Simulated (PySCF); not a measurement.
# From computed data to an observable: chemical shift, span and skew from a shielding tensor

C₃H₁₀OSi₂, SMILES [SiH3]OC[SiH2]C=C. Atoms are numbered in the order given.

```xyz
16

C      3.1923    -1.0609     0.4331
C      2.0039    -0.8853    -0.1568
Si     1.2951     0.7941    -0.5685
C     -0.3996     0.9723     0.2653
O     -1.1978    -0.1106    -0.2047
Si    -2.7609    -0.3423     0.3307
H      3.5821    -2.0572     0.6754
H      3.8350    -0.2133     0.7023
H      1.4035    -1.7724    -0.3992
H      2.2219     1.8565    -0.0697
H      1.1067     0.9553    -2.0402
H     -0.8664     1.9473     0.0229
H     -0.2886     0.9345     1.3672
H     -3.6103     0.8421    -0.0001
H     -2.7830    -0.5352     1.8127
H     -3.2778    -1.5544    -0.3544
```

Geometry: ωB97X-D3(BJ)/def2-SVP. This is a generated structure with no PubChem entry under its InChIKey; it may be hypothetical. The values are those of a single conformer.

GIAO shieldings from B3LYP/pcSseg-1 in PySCF, non-relativistic, no solvent. The symmetric part of the tensor of C4 has the principal values 88.3, 96.8, 174.1 ppm. The same nucleus in TMS has σ = 181.3 ppm at this level (PySCF, at its B3LYP-D3(BJ)/def2-TZVP geometry).

Work out the isotropic shielding, the ¹³C shift against TMS, the span and the skew.


σ(iso) = (σ11 + σ22 + σ33)/3 = 119.7 ppm. δ = σ(ref) − σ(iso) = 181.3 − (119.7) = 61.6 ppm.
Span Ω = σ33 − σ11 = 85.8 ppm. Skew κ = 3(σ(iso) − σ22)/Ω = 0.80. Tumbling in solution averages the tensor to δ; in a static solid the shielding alone would spread this spin-1/2 line over Ω.
